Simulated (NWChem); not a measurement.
## Atomisation of C$_{2}$H$_{6}$N

```
C
N 1 1.3937
H 2 1.0147 1 114.60
H 2 1.0167 3 110.21 1 130.64
H 1 1.0950 2 114.71 3 -40.28
C 1 1.4854 5 119.10 2 148.07
H 6 1.0998 1 110.97 5 38.98
H 6 1.1058 7 107.23 1 -122.13
H 6 1.1110 7 107.27 8 -113.87
```
Charge 0, spin multiplicity 2.

All runs are NWChem calculations. All single points use one geometry, from UPBE0/def2-SVP, a minimum by its harmonic frequencies. It is one conformer; others weren't searched.

Basis set: def2-TZVP. The atomisation energy is electronic alone: no zero-point, thermal, spin-orbit or counterpoise terms. No value is extrapolated to the basis-set limit. Free atoms are single determinants with multiplicities C 3, N 4, H 2. Correlated methods freeze the same cores in atoms and molecule, 3 orbitals in all.

The cost column gives rough processor time relative to BHandHLYP; each entry includes its own SCF. Costs are the molecule's.

B3LYP has NWChem's definition, with VWN1-RPA local correlation. GW and range-separated runs recompute their integrals, the others keep them in memory, which bears on the times. The structure started from a generated list of species. No SCF solution was tested for a lower state. Open-shell Hartree-Fock references start from PBE0 orbitals; any time given for them includes that run.

```json
[
 {"method": "LC-wPBE (omega 0.3 per bohr)", "atomisation energy (kcal/mol)": "___", "relative cost": "6"},
 {"method": "LDA (SVWN5)", "atomisation energy (kcal/mol)": "892.3", "relative cost": "under 3"},
 {"method": "HF", "atomisation energy (kcal/mol)": "563.2", "relative cost": "under 3"},
 {"method": "PBE", "atomisation energy (kcal/mol)": "___", "relative cost": "3"},
 {"method": "PBE0", "atomisation energy (kcal/mol)": "782.9", "relative cost": "under 3"},
 {"method": "B3LYP", "atomisation energy (kcal/mol)": "780.2", "relative cost": "under 3"},
 {"method": "BHandHLYP", "atomisation energy (kcal/mol)": "___", "relative cost": "1"},
 {"method": "MP2", "atomisation energy (kcal/mol)": "___", "relative cost": "under 3"},
 {"method": "TPSS", "atomisation energy (kcal/mol)": "786.2", "relative cost": "under 3"}
]
```

**Question.** What belongs in the gaps?

**Answer.** 
- LC-wPBE (omega 0.3 per bohr), atomisation energy (kcal/mol): 787.7
- PBE, atomisation energy (kcal/mol): 796.4
- BHandHLYP, atomisation energy (kcal/mol): 758.5
- MP2, atomisation energy (kcal/mol): 750.3
